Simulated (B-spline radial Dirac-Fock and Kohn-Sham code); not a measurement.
**Satellites and hypersatellites of the K lines of La**

System: atomic lanthanum, configuration [Xe] 5d1 6s2.

Input file task.json (cfg lists n, l and occupation; rrms is the nuclear radius in fm):

```json
{"items": [{
  "Z": 57,
  "q": 0,
  "cfg": [[1, 0, 2], [2, 0, 2], [2, 1, 6], [3, 0, 2], [3, 1, 6], [3, 2, 10], [4, 0, 2], [4, 1, 6], [4, 2, 10], [5, 0, 2], [5, 1, 6], [5, 2, 1], [6, 0, 2]],
  "A": 139,
  "rrms": 4.855,
  "do": ["binding", "quiet", "double"]
}]}
```

Run with: `python xray_run.py task.json out`

Calculated with a radial finite-basis atomic code, using Dirac-Fock ΔSCF + Breit + QED. Each two-hole energy is an average over J within one jj subconfiguration, not an observable level; in light atoms, where LS coupling holds, the j-resolved values are not observed lines, and for a K spectator the Kα1 hypersatellite is nearly forbidden. Correlation energy is missing from these numbers.

Lines without a spectator: Kα2 (K-L2) 33031.4 eV, Kα1 (K-L3) 33439.3 eV, Kβ3 (K-M2) 37714.5 eV, Kβ1 (K-M3) 37795.7 eV. Shifts in eV with one spectator hole (a dash: not computed, or left out as unreliable):

```
spectator hole    Kα2     Kα1     Kβ3     Kβ1
    L2 (2p1/2)  +78.2  +100.4       –  +206.8
    L3 (2p3/2)  +71.4   +73.3  +175.7       –
    M2 (3p1/2)      –  +12.65  +27.60   +33.3
    M3 (3p3/2)  +8.50       –  +26.89  +26.51
    M4 (3d3/2)  +1.82   -1.28       –       –
    M5 (3d5/2)  -2.03   +0.43       –       –
```

Question: Where does the K-L3 hypersatellite lie, emitted when both K electrons are missing?

Answer: +709.8 eV from the normal line, at 34149.2 eV. Removing both K electrons costs 78827.3 eV, which is 955.0 eV more than twice the K binding energy.

With n spectator holes in 2p, averaged over the 2p shell (energies in eV):

| n | KαLⁿ | step | hypersatellite KαʰLⁿ |
| --- | --- | --- | --- |
| 0 | 33303.3 | – | 34003.5 |
| 1 | 33383.7 | +80.4 | 34085.5 |
| 2 | 33465.4 | +81.7 | 34168.8 |
| 3 | 33548.4 | +83.1 | 34253.5 |
| 4 | 33632.9 | +84.4 | 34339.5 |
| 5 | 33718.7 | +85.8 | 34426.9 |
